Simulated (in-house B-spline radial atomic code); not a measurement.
Response and correlation along the 22-electron series, closed shell [Ar] (3d3/2)4; the second-order energy is extrapolated in partial waves. Computed with an all-electron radial atomic-structure program (B-spline basis): relativistic RPA and second-order many-body perturbation theory on Dirac-Hartree-Fock.

Closed in jj coupling only.

```
  ion   Z  dipole polarisability (bohr³)  quadrupole polarisability (bohr⁵)  ratio of RPA to uncoupled dipole  second order correlation energy (Eh)  C6 of two such ions (Eh bohr⁶)
Gd42+  64                      0.0064332                         0.00040717                           0.99784                               -1.2741                      0.00067252
Tb43+  65                      0.0060042                         0.00035858                           0.99864                               -1.2779                      0.00060134
Dy44+  66                      0.0056099                         0.00031645                           0.99942                               -1.2816                      0.00053872
Ho45+  67                              ?                                  ?                                 ?                                     ?                               ?
Er46+  68                      0.0049121                         0.00024792                            1.0008                               -1.2889                      0.00043475
Tm47+  69                       0.004603                         0.00022007                            1.0015                               -1.2925                      0.00039156
Yb48+  70                              ?                                  ?                                 ?                                     ?                               ?
Lu49+  71                      0.0040527                         0.00017433                            1.0027                               -1.2995                      0.00031919
Hf50+  72                      0.0038074                         0.00015556                            1.0033                               -1.3029                      0.00028885
Ta51+  73                              ?                                  ?                                 ?                                     ?                               ?
 W52+  74                      0.0033684                         0.00012446                            1.0043                               -1.3097                      0.00023759
Re53+  75                      0.0031718                         0.00011158                            1.0048                                -1.313                      0.00021592
Os54+  76                      0.0029887                         0.00010019                            1.0052                               -1.3163                      0.00019649
Ir55+  77                       0.002818                         9.0084e-05                            1.0056                               -1.3196                      0.00017904
Pt56+  78                      0.0026588                         8.1113e-05                             1.006                               -1.3229                      0.00016334
```

Fill in the row of Ho45+.

dipole polarisability (bohr³): 0.0052468; quadrupole polarisability (bohr⁵): 0.00027982; ratio of RPA to uncoupled dipole: 1.0001; second order correlation energy (Eh): -1.2853; C6 of two such ions (Eh bohr⁶): 0.00048352.

Fill in the row of Yb48+.

dipole polarisability (bohr³): 0.0043172; quadrupole polarisability (bohr⁵): 0.0001957; ratio of RPA to uncoupled dipole: 1.0021; second order correlation energy (Eh): -1.296; C6 of two such ions (Eh bohr⁶): 0.00035325.

Fill in the row of Ta51+.

dipole polarisability (bohr³): 0.0035799; quadrupole polarisability (bohr⁵): 0.00013903; ratio of RPA to uncoupled dipole: 1.0038; second order correlation energy (Eh): -1.3063; C6 of two such ions (Eh bohr⁶): 0.00026178.

How fast does the dipole polarisability fall along the series?

From 0.006433 to 0.002659 bohr³; a fit of its logarithm against log Z from Z = 64 to 78 has slope -4.46.
